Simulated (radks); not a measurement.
Spin polarisation of the 4p2 shell in the bromine ion Br3+. Start: [Ar] 3d10 4s2 4p(up 1, down 1); electrons of 4p are moved from spin down to spin up, other shells keep equal spins. Calculated with a radial shooting solver on a logarithmic mesh with Libxc functionals: scalar-relativistic Kohn-Sham, PBE, spin-polarised, spherical densities, finite nucleus; Fermi nuclear charge, rms radius of each element as measured or else 0.836 A^(1/3) + 0.57 fm.

moment (Bohr magnetons)  E - E(0) (eV)  e(4p up) (eV)  e(4p down) (eV)  4s down minus up (eV)
0                                0.000        -39.888          -39.888                 0.000
0.5                             -0.078        -40.187          -39.560                  0.619
1                               -0.313        -40.460          -39.203                  1.242
1.5                             -0.707        -40.709          -38.814                  1.872
2                               -1.261        -40.934          -38.395                  2.508

At moment 2 the spin-polarisation energy is -1.261 eV and the 4p exchange splitting 2.539 eV, that is 1.270 eV per Bohr magneton; E = -I m^2/4 would give I = 1.261 eV.
